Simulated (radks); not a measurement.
Question: Mo+, 41 electrons, occupied as [Kr] 4d5. Method: Dirac Kohn-Sham, BLYP, spin-unpolarised, spherical densities, point nucleus; open shells are shared between the two j in proportion to 2j + 1; computed with a radial shooting solver on a logarithmic mesh with Libxc functionals.

Spin-orbit splittings of the eigenvalues, e(l+1/2) - e(l-1/2), with zeta = 2 splitting/(2l+1) and mean radii in bohr:

| shell | occ. | splitting (eV) | zeta (eV) | <r> j=l-1/2 | <r> j=l+1/2 |
|---|---|---|---|---|---|
| 2p | 6 | 106.6 | 71.09 | 0.1307 | 0.1353 |
| 3p | 6 | 17.55 | 11.70 | 0.4235 | 0.4340 |
| 3d | 10 | 3.323 | 1.329 | 0.4133 | 0.4168 |
| 4p | 6 | 2.498 | 1.665 | 1.217 | 1.248 |
| 4d | 5 | 0.2145 | 0.08578 | 1.892 | 1.915 |
| 5p | 0 | ? | ? | 4.104 | 4.198 |

Estimate the 5p splitting.

Answer: 0.1778 eV (zeta = 0.1186 eV).
